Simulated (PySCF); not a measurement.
A species of formula C6H7NSi has this rotational fingerprint, computed with CAM-B3LYP/def2-SVPD in PySCF (dipole) on a GFN2-xTB geometry, gas phase:

| Quantity | Value |
| --- | --- |
| Rotational constants | A = 5697, B = 597.5, C = 579.5 MHz |
| Dipole components | \|μa\| = 2.07 D, \|μb\| = 2.96 D, \|μc\| = 0.06 D |
| Inertial defect | -62.44 u·Å² |
| κ | -0.99 |

Question: Which candidate fits, each taken in the one conformer that was computed?
A. `N#CCC#C[SiH]1CC1`
B. `C([Si@H]1C[C@@H](C1)C#N)#C`

Answer: A. It is N#CCC#C[SiH]1CC1, a near-prolate asymmetric top, point group C1. The candidates at the same level (rigid rotor, commonest isotopes):

| SMILES | A (MHz) | B (MHz) | C (MHz) | μa (D) | μb (D) | μc (D) | Δ (u·Å²) | point group | rotor |
| --- | --- | --- | --- | --- | --- | --- | --- | --- | --- |
| C#C[Si@H]1C[C@H](C#N)C1 | 5726 | 843.1 | 833.9 | 4.52 | 0.00 | 0.81 | -81.66 | Cs | near-prolate asymmetric top |
| N#CCC#C[SiH]1CC1 | 5697 | 597.5 | 579.5 | 2.07 | 2.96 | 0.06 | -62.44 | C1 | near-prolate asymmetric top |

`C#C[Si@H]1C[C@H](C#N)C1` has C 44 % too high. No structure here is proved a minimum.
